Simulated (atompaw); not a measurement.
## What one change does to a pseudopotential (molybdenum, PAW (atompaw))

```
Element                 : Mo (Z = 42)
Generator               : atompaw 4.2.0.5
Type                    : PAW
Functional              : PBE
Relativity              : scalar-relativistic
Frozen core             : [Ar] 3d10
Valence charge          : 14
Reference configuration : 4s2 4p6 4d5 5s0 5p1
Partial waves           : 4s (bound): rc 1.75 bohr; 5s (bound, empty): rc 1.60 bohr; 4p (bound): rc 1.95 bohr; 5p (bound): rc 2.50 bohr; 4d (bound): rc 2.30 bohr; 4d channel at 0.5 Ry: rc 2.50 bohr
Local potential         : vpsmatchnc scheme with l = 3 at 1 Ry, radius 2.45 bohr
Core correction         : smooth core density matched at 2.15 bohr
Augmentation charge     : sinc compensation charge, radius 2.00 bohr; PAW radius 2.50 bohr; waves and projectors: custom polynom gramschmidtortho
```

All-electron outer shells of the reference configuration (PBE, scalar-relativistic, ld1.x):

```
shell  level (eV)  outermost node (bohr)  outermost maximum (bohr)
   3p     -380.57                   0.17                      0.38
   3d     -222.30                      –                      0.32
   4s      -65.71                   0.51                      0.99
   4p      -39.86                   0.52                      1.08
   4d       -5.03                   0.53                      1.38
   5s       -4.98                   1.34                      2.89
   5p       -1.74                   1.54                      4.00
```

Change: wave 4p (bound): rc 1.95 bohr becomes 4p (bound): rc 2.30 bohr.

Cutoffs: the cutoffs (Ry, on a coarse ladder) from which the occupation-weighted sum of valence levels, in a spherical-Bessel basis at the reference potential, stays within 10 and 1 mRy of its value at 400 Ry; they do not see the model core or the augmentation charge, which bear on the density cutoff.

Problem. What does the change do?

Solution. The potential gets softer (30 Ry and 40 Ry → 25 Ry and 35 Ry); the range in which the p phases agree widens (upper end 0.9 → 4.1); neither file shows a bound ghost.

| quantity | base | changed |
| --- | --- | --- |
| cutoff, loose | 30 Ry | 25 Ry |
| cutoff, tight | 40 Ry | 35 Ry |
| loose cutoff by channel (10 mRy a level) | s 15 Ry, p 18 Ry, d 15 Ry | s 15 Ry, p 12 Ry, d 15 Ry |
| bound ghosts | none | none |
| s: phases at 2.51 bohr within 0.05 rad from the reference energy up to (Ry; the scan ends near 5) | to the end of the scan | to the end of the scan |
| p: phases at 2.51 bohr within 0.05 rad from the reference energy up to (Ry; the scan ends near 5) | 0.9 | 4.1 |
| d: phases at 2.51 bohr within 0.05 rad from the reference energy up to (Ry; the scan ends near 5) | 1.9 | 1.9 |
| lowest overlap eigenvalue by channel | s 0.18, p 0.61, d 0.76 | s 0.18, p 0.72, d 0.76 |

 The cutoffs see the waves, projectors and local potential, not the compensation charge or the core.
